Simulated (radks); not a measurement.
Question: The gallium ion Ga+, [Ar] 3d10 4s2. Calculated with a radial shooting solver on a logarithmic mesh with Libxc functionals: non-relativistic Kohn-Sham, PBE, spin-polarised, spherical densities, point nucleus. Every spin shell is full or empty, so the densities are truly spherical. Functionals are evaluated on that one density, not self-consistently. Rank these exchange functionals by their error against the exact value of the orbitals, and give that value: LDA, revPBE, OPTX, WC, AM05, SOGGA, TPSS, revTPSS, MS2, Tao-Mo, TASK.

Answer: Exact: -73.1740 hartree. From best to worst, with 100 (|E| - |E exact|)/|E exact| (equal figures are ties): revPBE +0.07, MS2 -0.14, TPSS +0.23, Tao-Mo -0.35, revTPSS -0.51, WC -0.77, OPTX +0.99, SOGGA -2.41, TASK -2.44, AM05 -5.12, LDA -5.64.
